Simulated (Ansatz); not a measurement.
The cluster Au9⁻. Total charge -1; singlet. Geometry PBE-D4/def2-SVPD.

```tsv
atom	x (Å)	y (Å)	z (Å)
Au1	-1.262	-0.703	1.784
Au2	1.284	0.660	-1.005
Au3	-1.568	-3.049	0.106
Au4	-0.875	1.790	0.763
Au5	-0.210	0.321	-3.207
Au6	0.945	-1.897	0.311
Au7	-1.408	-0.485	-0.946
Au8	1.608	2.988	0.482
Au9	1.486	0.374	1.712
```

In the def2 sets Au takes a core potential; there is no spin–orbit coupling. No other spin state of charge -1 was run. Another isomer (singlet) lies 0.69 eV lower at PBE0-D4/def2-SVP; other spin states weren't run for this one.

(1) Estimate the orbital energies around the gap (eV) in Ansatz with PBE-D4/def2-SVP, r2SCAN-D4/def2-SVP, PBE0-D4/def2-SVP, r2SCAN0-D4/def2-SVP.

Answers

(1) 
| orbital | PBE-D4/def2-SVP | r2SCAN-D4/def2-SVP | PBE0-D4/def2-SVP | r2SCAN0-D4/def2-SVP |
| --- | --- | --- | --- | --- |
| HOMO−5 | -2.81 | -2.99 | -4.04 | -4.22 |
| HOMO−4 | -2.73 | -2.90 | -3.86 | -4.04 |
| HOMO−3 | -2.65 | -2.82 | -3.76 | -3.90 |
| HOMO−2 | -2.56 | -2.70 | -3.40 | -3.53 |
| HOMO−1 | -1.96 | -2.02 | -2.45 | -2.54 |
| HOMO | -1.54 | -1.56 | -1.89 | -1.97 |
| LUMO | -0.71 | -0.62 | -0.02 | 0.01 |
| LUMO+1 | -0.29 | -0.20 | 0.46 | 0.47 |
| LUMO+2 | -0.15 | -0.05 | 0.60 | 0.62 |
| LUMO+3 | 0.28 | 0.39 | 1.04 | 1.07 |
| LUMO+4 | 1.44 | 1.63 | 2.04 | 2.13 |
| LUMO+5 | 1.47 | 1.65 | 2.06 | 2.14 |
